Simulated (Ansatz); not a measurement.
`[F][Ti]([F])([SH])[Cl]` + H–F → `[F][Ti]([F])([F])[SH]` + HCl at 298.15 K and 1 bar (ligand exchange at a Ti–Cl bond).

Gas-phase electronic energies from Ansatz, PBE0-D4/def2-TZVP geometries. CBS: MP2 limit from def2 TZ/QZ plus the TZ coupled-cluster correction, frozen cores. This one scheme is used for every species. For Ti outer-core shells are correlated without core-valence functions, which leaves a few kJ/mol of doubt a bond. Scalar relativity is left out up to krypton. One conformer a species, not always the lowest.

| species | CCSD(T)/CBS energy (Eh) | H − E (kJ/mol) | S (J/(mol·K)) |
| --- | --- | --- | --- |
| `[F][Ti]([F])([SH])[Cl]` | -1906.90100 | 62.0 | 366.8 |
| H–F | -100.39570 | 33.5 | 173.6 |
| `[F][Ti]([F])([F])[SH]` | -1546.91893 | 63.5 | 358.5 |
| HCl | -460.38127 | 26.6 | 186.8 |

H − E and S are ideal-gas, rigid-rotor, harmonic terms from PBE0-D4/def2-TZVP, for one conformer and one mirror image of each species. 1 Eh = 2625.50 kJ/mol, R = 8.31446 J/(mol·K).

**Question.** By hand: ΔE, ΔH, ΔS and ΔG.

**Answer.** ΔE = (-1546.91893) + (-460.38127) − (-1906.90100) − (-100.39570) = -0.00350 Eh = -9.2 kJ/mol. Δ(H − E) = 63.5 + 26.6 − 62.0 − 33.5 = -5.4, so ΔH = -14.6 kJ/mol. ΔS = 358.5 + 186.8 − 366.8 − 173.6 = 4.9 J/(mol·K). ΔG = -14.6 − 298.15 × (4.9)/1000 = -16.1 kJ/mol.

**Question.** By hand: the equilibrium constant, and the temperature at which ΔG would vanish if ΔH and ΔS stayed fixed.

**Answer.** log₁₀ K = −ΔG/(RT ln 10) = 2.8. ΔH and −TΔS have one sign here, so there is no such temperature.

The number of gas molecules stays the same, so ΔS is small and ΔH decides. A doubt of 5 kJ/mol in ΔE shifts log₁₀ K by 0.9 here. Other conformers and mirror images would add mixing entropy, several J/(mol·K) or more a flexible species. These are equilibria of isolated gas molecules and say nothing of rates. Largest T1 diagnostic: 0.025 (customary marks: 0.02 for closed shells, 0.045 for open ones).

ΔS is within the doubt of such terms, so its sign, and with it that verdict, could turn.
